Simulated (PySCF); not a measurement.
# Deuteron quadrupole couplings in `C=C1C=C/C1=C\S[SiH2]OC`

Species: C7H10OSSi.
Cartesian coordinates in Å at the GFN2-xTB level; atoms count from 1:
```
atom  x, y, z in Å
C1    -3.8782    1.2769   -0.3791
C2    -2.9499    0.3381   -0.3561
C3    -2.9110   -1.1299   -0.2556
C4    -1.5597   -1.1613   -0.3157
C5    -1.4521    0.2991   -0.4244
C6    -0.5511    1.2663   -0.5401
S7     1.1968    1.1877   -0.6213
Si8    1.7960   -0.8192   -0.1004
O9     3.4052   -0.8513   -0.0966
C10    4.3354   -0.0024    0.5107
H11   -4.9251    1.0337   -0.3108
H12   -3.6237    2.3188   -0.4679
H13   -3.6787   -1.8745   -0.1717
H14   -0.8343   -1.9515   -0.3014
H15   -0.8797    2.2922   -0.6182
H16    1.2024   -1.0904    1.2054
H17    1.5397   -1.7654   -1.1671
H18    4.0967    1.0434    0.3084
H19    4.3487   -0.1640    1.5906
H20    5.3174   -0.2358    0.0987
```

Level: PBE0/pcSseg-1 (PySCF, non-relativistic); Q(2H) = 0.00286 b; rigid geometry, the same for H and D, with no vibrational averaging.

**Question.** Rank these positions by the coupling χzz of a deuteron there, largest first.
A. H13 (vinylic hydrogen)
B. H16 (Si–H hydrogen)
C. H18 (methyl hydrogen)
D. H11 (vinylic hydrogen)
E. H15 (vinylic hydrogen)
F. H20 (methyl hydrogen)

**Answer.** A (232 kHz), D (227 kHz), E (219 kHz), F (203 kHz), C (198 kHz), B (107 kHz).

**Question.** What are Vzz, η and χzz (234.96 MHz × Q × Vzz) at all hydrogens?

**Answer.** 
```
atom  bonded to  bond length (Å)  Vzz (au)     η  χzz (kHz)
 H11         C1            1.077    0.3381  0.06        227
 H12         C1            1.076    0.3395  0.06        228
 H13         C3            1.073    0.3446  0.03        232
 H14         C4            1.073    0.3434  0.06        231
 H15         C6            1.080    0.3264  0.10        219
 H16        Si8            1.460    0.1598  0.03        107
 H17        Si8            1.449    0.1705  0.02        115
 H18        C10            1.092    0.2950  0.10        198
 H19        C10            1.092    0.2979  0.08        200
 H20        C10            1.090    0.3014  0.07        203
```

**Question.** Average by the element that carries the hydrogen.

**Answer.** on C: 217 kHz over 8 positions, mean bond length 1.082 Å; on Si: 111 kHz over 2 positions, mean bond length 1.454 Å.

**Question.** How does χzz go with the bond length over the 8 C–H bonds?

**Answer.** A straight-line fit has a slope of -17.3 kHz for each 0.01 Å, with a correlation coefficient of -1.00, over lengths from 1.073 to 1.092 Å. The longer bonds have the smaller couplings here.

**Question.** A static deuteron (I = 1) shows a doublet split by (3/2)χ, (3/4)χ(1 + η) and (3/4)χ(1 − η) with the field along z, y and x of the gradient. What are these for H12?

**Answer.** With |χ| = 228.2 kHz and η = 0.058: 342, 181 and 161 kHz, to first order and without motion.

One conformer (not necessarily the lowest) at the GFN2-xTB geometry, without solvent, vibrations or thermal averaging. GFN2-xTB bond lengths can be off by several hundredths of an ångström, more for odd bonds, and the gradients follow them. The small basis limits the accuracy of the gradients.
